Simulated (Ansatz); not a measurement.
`FC[SiH]1[SiH2][Se]1`, relaxed with RKS PBE-D4/def2-SVP in Ansatz from a rough embedded geometry. The force threshold is 0.03 eV/Å; the program also tests the step.

Charge 0, multiplicity 1.

Start:

```xyz
10

F     2.071    1.221    0.076
C     0.721    1.459    0.085
Si   -0.105   -0.029    0.829
Si   -0.603   -1.636   -0.703
Se   -2.274   -0.300    0.045
H     0.377    1.618   -0.962
H     0.428    2.347    0.669
H     0.054   -0.452    2.195
H    -0.587   -2.947   -0.169
H    -0.081   -1.282   -2.066
```

Question: By how much does the energy fall, and how many steps does the optimiser take? (Estimate.)

Answer: Computed: 37.55 kJ/mol, in 6 steps.

Question: Which bonds change most? (An estimate is asked.)

Answer: Computed: Si4–H9 from 1.416 to 1.500 Å; Si4–Se5 from 2.266 to 2.331 Å; Si3–H8 from 1.439 to 1.501 Å; C2–Si3 from 1.857 to 1.913 Å.

Question: Give the relaxed structure. (Estimate.)

Answer: Computed: 
```xyz
10

F     2.128    1.478    0.364
C     0.756    1.559    0.136
Si   -0.074   -0.059    0.730
Si   -0.606   -1.727   -0.723
Se   -2.277   -0.300    0.053
H     0.552    1.717   -0.946
H     0.340    2.432    0.690
H     0.226   -0.324    2.176
H    -0.726   -3.158   -0.288
H    -0.320   -1.617   -2.192
```
